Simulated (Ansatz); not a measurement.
The cluster Mg₃Cl₄⁺, relaxed as a doublet with UKS PBE0-D4/def2-SVP in Ansatz, starting from the GFN2-xTB geometry. Force threshold 0.02 eV/Å.

Another isomer (doublet) lies 0.33 eV lower at PBE0-D4/def2-TZVP; other spin states weren't run for this one.

Start:

Cartesian coordinates in Å:
```
Mg 1.8029 0.3437 0.7487
Mg -2.8939 0.8979 -0.2566
Mg -0.4624 -1.0604 -0.8254
Cl -0.5783 0.8824 0.4055
Cl 1.6349 -1.5655 -0.5466
Cl -2.5880 -1.0337 -1.4275
Cl 3.0847 1.5355 1.9018
```

Estimate the energy that the relaxation releases and the steps that it takes.

72.1 kJ/mol, in 9 steps; 37 s on 4 threads of Arm Neoverse V1 on a shared host. No frequencies were taken in this run, so the end may be a saddle point.

Does the start keep its bonding and symmetry?

Bonds lost: Mg2–Cl4 (atoms count from 1). Metal–metal contacts that move far: Mg2–Mg3 3.17 to 3.68 Å. Point group Cs at the start, Cs at the end, both within 0.05 Å.

Predict the relaxed structure.


```xyz
7

Mg    1.953    0.420    0.846
Mg   -3.507    0.965   -0.393
Mg   -0.492   -1.086   -0.851
Cl   -0.449    0.892    0.457
Cl    1.739   -1.579   -0.523
Cl   -2.696   -1.123   -1.521
Cl    3.451    1.511    1.986
```
Bond lengths (bridged metal pairs left out): 7 × Cl–Mg 2.18 to 2.51 Å.
